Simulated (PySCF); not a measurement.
## How exact exchange moves a shielding

Molecule: `[SiH3][C@]12C[C@H]1C2`, C4H8Si.

Bonds (- single, = double, # triple, : aromatic): Si1-C2 1.849 Å, C2-C3 1.506 Å, C3-C4 1.485 Å, C4-C5 1.485 Å, C4-C2 1.490 Å, C5-C2 1.507 Å. Si1 carries H6, H7, H8; C3 carries H9, H10; C4 carries H11; C5 carries H12, H13. Stereochemistry as in [SiH3][C@]12C[C@H]1C2. H13 is cis to C3 on the ring; H10 is cis to C5 on the ring; H12 is trans to C3 on the ring; H9 is trans to C5 on the ring.

GIAO shieldings (ppm, equivalent atoms averaged) in PySCF 2.14 on the PBE0-D3(BJ)/def2-SVP geometry, basis pcSseg-2, gas phase, non-relativistic:

```tsv
functional	exact exchange (%)	σ(Si1)	σ(C3/C5)	σ(C4)	σ(C2)
BLYP	0	377.6	138.4	167.1	185.1
BP86	0	387.5	142.3	170.7	188.6
PBE	0	389.0	142.6	171.0	189.1
B3LYP	20	388.8	143.6	172.3	190.8
PBE0	25	402.5	148.7	177.1	195.9
BHandHLYP	50	405.6	150.6	179.5	198.7
HF	100	437.0	161.4	190.3	211.1
```

(1) Fit each shielding as a line in the percentage of exact exchange.

(2) What does the line predict for mPW1PW91 (25 %), and what does the run give?

Results:

(1) σ(Si1) = 384.0 + 0.51 x (rms 4.8 ppm); σ(C3/C5) = 141.2 + 0.20 x (rms 1.7 ppm); σ(C4) = 169.7 + 0.21 x (rms 1.6 ppm); σ(C2) = 187.7 + 0.23 x (rms 1.6 ppm). The functionals also differ in their semilocal parts, which the line can't hold; Hartree–Fock has no correlation at all.

(2) σ(Si1): 396.8 predicted, 400.9 computed; σ(C3/C5): 146.2 predicted, 148.0 computed; σ(C4): 174.9 predicted, 176.2 computed; σ(C2): 193.4 predicted, 195.2 computed ppm.
